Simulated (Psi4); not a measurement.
Two rigid molecules brought together: F4Si ··· Cl2 (SMILES F[Si](F)(F)F and ClCl). Monomers: optimised at B3LYP-D3(BJ) (def2-TZVP), held rigid. Orientation: a random orientation, not optimised. Only R, the distance of the centres of mass, is varied, so the lowest point isn't the relaxed dimer.

Geometry at R = 5.60 Å (first 5 atoms: monomer A):
```
7

F      1.3557    -0.1236     0.7766
Si     0.0000     0.0001    -0.0002
F     -0.1698    -1.2317    -0.9541
F     -1.1870     0.0351     1.0228
F      0.0011     1.3202    -0.8451
Cl    -1.3377    -3.3046    -5.3975
Cl    -0.0479    -2.5685    -4.0378
```

PBE/def2-TZVP, counterpoise-corrected (Psi4); PBE-D3(BJ)/def2-TZVP, counterpoise-corrected (Psi4); SAPT0/jun-cc-pVDZ, frozen core (Psi4).

Interaction energies in kJ/mol; the last columns give the difference from SAPT0:

| R / Å | PBE/def2-TZVP | PBE-D3(BJ)/def2-TZVP | SAPT0/jun-cc-pVDZ | PBE/def2-TZVP − SAPT0/jun-cc-pVDZ | PBE-D3(BJ)/def2-TZVP − SAPT0/jun-cc-pVDZ |
|---|---|---|---|---|---|
| 4.99 | 6.35 | 3.49 | 6.68 | -0.33 | -3.20 |
| 5.21 | 1.69 | -0.69 | 1.90 | -0.21 | -2.59 |
| 5.42 | -0.06 | -2.05 | 0.08 | -0.15 | -2.13 |
| 5.60 | -0.61 | -2.28 | -0.52 | -0.08 | -1.75 |
| 5.81 | -0.74 | -2.10 | -0.74 | 0.00 | -1.36 |
| 6.03 | -0.65 | -1.74 | -0.72 | 0.07 | -1.02 |
| 6.29 | -0.48 | -1.30 | -0.61 | 0.12 | -0.70 |
| 6.60 | -0.30 | -0.89 | -0.46 | 0.16 | -0.43 |
| 7.11 | -0.12 | -0.47 | -0.28 | 0.17 | -0.18 |
| 7.78 | -0.04 | -0.23 | -0.16 | 0.12 | -0.07 |
| 8.81 | -0.02 | -0.10 | -0.07 | 0.05 | -0.03 |
| 10.08 | -0.01 | -0.04 | -0.03 | 0.02 | -0.01 |

PBE/def2-TZVP is furthest from SAPT0/jun-cc-pVDZ at 4.99 (-0.33 kJ/mol, below); its mean absolute difference over the points is 0.12 kJ/mol.

PBE-D3(BJ)/def2-TZVP is furthest from SAPT0/jun-cc-pVDZ at 4.99 (-3.20 kJ/mol, below); its mean absolute difference over the points is 1.12 kJ/mol.
